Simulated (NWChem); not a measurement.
System: Cl2 anion, doublet

Input file for NWChem:

```
start job
memory heap 200 mb stack 900 mb global 1100 mb
charge -1
geometry units angstroms
  Cl     0.000000     0.000000    -1.360302
  Cl     0.000000     0.000000     1.360302
end
basis spherical
  * library cc-pvdz
end
dft
  odft
  mult 2
  xc pbe0
  iterations 150
end
driver
  maxiter 120
end
task dft optimize
task dft freq
```

Output (shortened):

```
             Northwest Computational Chemistry Package (NWChem) 7.3.0
             --------------------------------------------------------

 ORDER OF PRIMARY AXIS IS BEING SET TO 4
 D4H symmetry detected

                             Geometry "geometry" -> ""
                             -------------------------

 Output coordinates in angstroms (scale by  1.889725989 to convert to a.u.)

  No.       Tag          Charge          X              Y              Z
 ---- ---------------- ---------- -------------- -------------- --------------
    1 Cl                  17.0000     0.00000000     0.00000000    -1.36030200
    2 Cl                  17.0000     0.00000000     0.00000000     1.36030200

 Effective nuclear repulsion energy (a.u.)      56.2126002023

      Symmetry information
      --------------------

 Group name             D4h
 Group number             28
 Group order              16
 No. of unique centers     1

                                Z-matrix (autoz)
                                --------

 Units are Angstrom for bonds and degrees for angles

      Type          Name      I     J     K     L     M      Value
      ----------- --------  ----- ----- ----- ----- ----- ----------
    1 Stretch                  1     2                       2.72060

                           NWChem Geometry Optimization
                           ----------------------------

 maximum gradient threshold         (gmax) =   0.000450
 rms gradient threshold             (grms) =   0.000300
 maximum cartesian step threshold   (xmax) =   0.001800
 rms cartesian step threshold       (xrms) =   0.001200
 fixed trust radius                (trust) =   0.300000
 source of zmatrix                         =   autoz

          -------------------
          Energy Minimization
          -------------------

 Using diagonal initial Hessian
 Scaling for Hessian diagonals: bonds = 1.00  angles = 0.25  torsions = 0.10

          --------
          Step   0

                                 NWChem DFT Module
                                 -----------------

 Summary of "ao basis" -> "ao basis" (spherical)
 ------------------------------------------------------------------------------
       Tag                 Description            Shells   Functions and Types
 ---------------- ------------------------------  ------  ---------------------
 Cl                         cc-pvdz                  8       18   4s3p1d

      Symmetry analysis of basis
      --------------------------

        a1g         8
        a1u         0
        a2g         0
        a2u         8
        b1g         1
        b1u         1
        b2g         1
        b2u         1
        eg          8
        eu          8

            General Information
            -------------------
          SCF calculation type: DFT
          Wavefunction type:  spin polarized.
          No. of atoms     :     2
          No. of electrons :    35
           Alpha electrons :    18
            Beta electrons :    17
          Charge           :    -1
          Spin multiplicity:     2
          Use of symmetry is: on ; symmetry adaption is: on
          Maximum number of iterations: 150
          AO basis - number of functions:    36
                     number of shells:    16
          Convergence on energy requested:  1.00D-06
          Convergence on density requested:  1.00D-05
          Convergence on gradient requested:  5.00D-04

              XC Information
              --------------
                         PBE0 Method XC Functional
                     Hartree-Fock (Exact) Exchange  0.250
          PerdewBurkeErnzerhof Exchange Functional  0.750
            Perdew 1991 LDA Correlation Functional  1.000 local
           PerdewBurkeErnz. Correlation Functional  1.000 non-local

             Grid Information
             ----------------
          Grid used for XC integration:  medium
          Radial quadrature: Mura-Knowles
          Angular quadrature: Lebedev.
          Tag              B.-S. Rad. Rad. Pts. Rad. Cut. Ang. Pts.
          ---              ---------- --------- --------- ---------
          Cl                  1.00       88           8.0       590
          Grid pruning is: on
          Number of quadrature shells:    88
          Spatial weights used:  Erf1

      Superposition of Atomic Density Guess
      -------------------------------------

 Sum of atomic energies:        -918.95009295

 Renormalizing density from      34.00 to     35

      Non-variational initial energy
      ------------------------------

 Total energy =    -934.935013
 1-e energy   =   -1422.925562
 2-e energy   =     431.777949
 HOMO         =       0.067274
 LUMO         =       1.056849

   Symmetry analysis of molecular orbitals - initial alpha
   -------------------------------------------------------

 !! scf_movecs_sym_adapt:    4 vectors were symmetry contaminated

  Symmetry fudging

 !! scf_movecs_sym_adapt:    2 vectors were symmetry contaminated

  Numbering of irreducible representations:

     1 a1g         2 a1u         3 a2g         4 a2u         5 b1g
     6 b1u         7 b2g         8 b2u         9 eg         10 eu

  Orbital symmetries:

     1 a2u         2 a1g         3 a1g         4 a2u         5 eu
     6 eu          7 eg          8 eg          9 a1g        10 a2u
    11 a1g        12 a2u        13 a1g        14 eu         15 eu
    16 eg         17 eg         18 a2u        19 eu         20 eu
    21 a2u        22 a1g        23 eg         24 eg         25 a1g
    26 a2u        27 a1g        28 eu

   Symmetry analysis of molecular orbitals - initial beta
   ------------------------------------------------------

 !! scf_movecs_sym_adapt:    4 vectors were symmetry contaminated

  Symmetry fudging

 !! scf_movecs_sym_adapt:    2 vectors were symmetry contaminated

  Numbering of irreducible representations:

     1 a1g         2 a1u         3 a2g         4 a2u         5 b1g
     6 b1u         7 b2g         8 b2u         9 eg         10 eu

  Orbital symmetries:

     1 a2u         2 a1g         3 a1g         4 a2u         5 eu
     6 eu          7 eg          8 eg          9 a1g        10 a2u
    11 a1g        12 a2u        13 a1g        14 eu         15 eu
    16 eg         17 eg         18 a2u        19 eu         20 eu
    21 a2u        22 a1g        23 eg         24 eg         25 a1g
    26 a2u        27 a1g        28 eu

   convergence    iter        energy       DeltaE   RMS-Dens  Diis-err
 ---------------- ----- ----------------- --------- --------- ---------
 d= 0,ls=0.0,diis     1   -920.0506376759 -9.76D+02  1.93D-02  2.34D-01
                                                     1.57D-02  1.92D-01
 d= 0,ls=0.0,diis     2   -920.1133073444 -6.27D-02  7.08D-03  7.72D-02
                                                     6.63D-03  7.71D-02
 d= 0,ls=0.0,diis     3   -920.1558397300 -4.25D-02  3.64D-04  2.40D-04
                                                     2.68D-04  1.79D-04
 d= 0,ls=0.0,diis     4   -920.1559456876 -1.06D-04  1.09D-04  4.45D-05
                                                     7.88D-05  3.54D-05
 d= 0,ls=0.0,diis     5   -920.1559680771 -2.24D-05  1.61D-05  1.20D-07
                                                     2.31D-05  3.75D-07
 d= 0,ls=0.0,diis     6   -920.1559683274 -2.50D-07  2.33D-06  2.17D-09
                                                     1.95D-06  1.14D-09

         Total DFT energy =     -920.155968327378
      One electron energy =    -1392.438615240040
           Coulomb energy =      472.491043082505
    Exchange-Corr. energy =      -56.420996372192
 Nuclear repulsion energy =       56.212600202349

 Numeric. integr. density =       34.999999862249

                  Occupations of the irreducible representations
                  ----------------------------------------------

                     irrep           alpha         beta
                     --------     --------     --------
                     a1g               5.0          5.0
                     a1u               0.0          0.0
                     a2g               0.0          0.0
                     a2u               5.0          4.0
                     b1g               0.0          0.0
                     b1u               0.0          0.0
                     b2g               0.0          0.0
                     b2u               0.0          0.0
                     eg                4.0          4.0
                     eu                4.0          4.0

                    DFT Final Alpha Molecular Orbital Analysis
                    ------------------------------------------

 Vector   16  Occ=1.000000D+00  E=-7.560138D-02  Symmetry=eg
              MO Center= -1.2D-24,  3.8D-25, -1.8D-13, r^2= 3.1D+00
   Bfn.  Coefficient  Atom+Function         Bfn.  Coefficient  Atom+Function
  ----- ------------  ---------------      ----- ------------  ---------------
     8      0.407654  1 Cl px                26     -0.407654  2 Cl px
    11      0.356612  1 Cl px                29     -0.356612  2 Cl px
     9     -0.133749  1 Cl py                27      0.133749  2 Cl py
    12     -0.117003  1 Cl py                30      0.117003  2 Cl py

 Vector   17  Occ=1.000000D+00  E=-7.560138D-02  Symmetry=eg
              MO Center= -5.3D-17, -6.0D-17,  2.8D-15, r^2= 3.1D+00
   Bfn.  Coefficient  Atom+Function         Bfn.  Coefficient  Atom+Function
  ----- ------------  ---------------      ----- ------------  ---------------
     9      0.407654  1 Cl py                27     -0.407654  2 Cl py
    12      0.356612  1 Cl py                30     -0.356612  2 Cl py
     8      0.133749  1 Cl px                26     -0.133749  2 Cl px
    11      0.117003  1 Cl px                29     -0.117003  2 Cl px

 Vector   18  Occ=1.000000D+00  E=-5.870908D-02  Symmetry=a2u
              MO Center=  1.6D-18,  1.2D-17, -2.3D-16, r^2= 3.2D+00
   Bfn.  Coefficient  Atom+Function         Bfn.  Coefficient  Atom+Function
  ----- ------------  ---------------      ----- ------------  ---------------
    10      0.458393  1 Cl pz                28      0.458393  2 Cl pz
    13      0.417963  1 Cl pz                31      0.417963  2 Cl pz
     3      0.069672  1 Cl s                 21     -0.069672  2 Cl s
     4      0.052914  1 Cl s                 22     -0.052914  2 Cl s

 Vector   19  Occ=0.000000D+00  E= 7.518477D-01  Symmetry=a2u
              MO Center= -6.1D-15,  1.7D-14,  1.4D-14, r^2= 5.9D+00
   Bfn.  Coefficient  Atom+Function         Bfn.  Coefficient  Atom+Function
  ----- ------------  ---------------      ----- ------------  ---------------
    13      0.920312  1 Cl pz                31      0.920312  2 Cl pz
    10     -0.715556  1 Cl pz                28     -0.715556  2 Cl pz
     3      0.489321  1 Cl s                 21     -0.489321  2 Cl s
     4     -0.343414  1 Cl s                 22      0.343414  2 Cl s
     2      0.292566  1 Cl s                 20     -0.292566  2 Cl s

[...]

      ----------------------
      Optimization converged
      ----------------------

  Step       Energy      Delta E   Gmax     Grms     Xrms     Xmax
  ---- ---------------- -------- -------- -------- -------- --------
@    3    -920.15607758 -1.5D-08  0.00000  0.00000  0.00019  0.00033
                                     ok       ok       ok       ok

                                Z-matrix (autoz)
                                --------

 Units are Angstrom for bonds and degrees for angles

      Type          Name      I     J     K     L     M      Value     Gradient
      ----------- --------  ----- ----- ----- ----- ----- ---------- ----------
    1 Stretch                  1     2                       2.67646    0.00000

                         Geometry "geometry" -> "geometry"
                         ---------------------------------

 Output coordinates in angstroms (scale by  1.889725989 to convert to a.u.)

  No.       Tag          Charge          X              Y              Z
 ---- ---------------- ---------- -------------- -------------- --------------
    1 Cl                  17.0000     0.00000000     0.00000000    -1.33822761
    2 Cl                  17.0000     0.00000000     0.00000000     1.33822761

 Effective nuclear repulsion energy (a.u.)      57.1398408208

      Symmetry information
      --------------------

 Group name             D4h
 Group number             28
 Group order              16
 No. of unique centers     1

                Final and change from initial internal coordinates
                --------------------------------------------------

                                Z-matrix (autoz)
                                --------

 Units are Angstrom for bonds and degrees for angles

      Type          Name      I     J     K     L     M      Value       Change
      ----------- --------  ----- ----- ----- ----- ----- ---------- ----------
    1 Stretch                  1     2                       2.67646   -0.04415

[second-derivative integrals and response iterations left out]

  Vibrational analysis via the FX method

  See chapter 2 in "Molecular Vibrations" by Wilson, Decius and Cross

  Vib: Default input used

 ---------------------------- Atom information ----------------------------
     atom    #        X              Y              Z            mass
 --------------------------------------------------------------------------
    Cl       1  0.0000000D+00  0.0000000D+00 -2.5288835D+00  3.4968850D+01
    Cl       2  0.0000000D+00  0.0000000D+00  2.5288835D+00  3.4968850D+01
 --------------------------------------------------------------------------

[unprojected Hessian and modes left out]

        Vibrational analysis via the FX method
  --- with translations and rotations projected out ---
  --- via the Eckart algorithm                      ---
 Dependent rotation vector no.                    3
  found in ECKART; assuming linear geometry
 Projected Nuclear Hessian trans-rot subspace norm:1.0833D-34
                         (should be close to zero!)

[projected Hessian left out]

 Rotational Constants
 --------------------
 A=   0.000000 cm-1  (  0.000000 K)
 B=   0.134595 cm-1  (  0.193648 K)
 C=   0.134595 cm-1  (  0.193648 K)

 Temperature                      =   298.15K
 frequency scaling parameter      =   1.0000

 Linear Molecule

 Zero-Point correction to Energy  =    0.321 kcal/mol  (  0.000511 au)
 Thermal correction to Energy     =    2.130 kcal/mol  (  0.003394 au)
 Thermal correction to Enthalpy   =    2.722 kcal/mol  (  0.004337 au)

 Total Entropy                    =   55.744 cal/mol-K
   - Translational                =   38.635 cal/mol-K (mol. weight =  69.9377)
   - Rotational                   =   15.188 cal/mol-K (symmetry #  =        2)
   - Vibrational                  =    1.921 cal/mol-K

 Cv (constant volume heat capacity) =    6.769 cal/mol-K
   - Translational                  =    2.979 cal/mol-K
   - Rotational                     =    1.986 cal/mol-K
   - Vibrational                    =    1.803 cal/mol-K

[normal modes left out]

 ----------------------------------------------------------------------------
 Normal Eigenvalue ||           Projected Infra Red Intensities
  Mode   [cm**-1]  || [atomic units] [(debye/angs)**2] [(KM/mol)] [arbitrary]
 ------ ---------- || -------------- ----------------- ---------- -----------
    1        0.000 ||    0.007149           0.165         6.969      10.000
    2        0.000 ||    0.007149           0.165         6.969      10.000
    3        0.000 ||    0.007149           0.165         6.969      10.000
    4        0.000 ||    0.007149           0.165         6.969      10.000
    5        0.000 ||    0.014298           0.330        13.939      20.000
    6      224.528 ||    0.000000           0.000         0.000       0.000
 ----------------------------------------------------------------------------
```

Level: PBE0/cc-pVDZ, spin-unrestricted. Sets without diffuse functions describe the anion's extra electron poorly. No stability test was run on the SCF state.
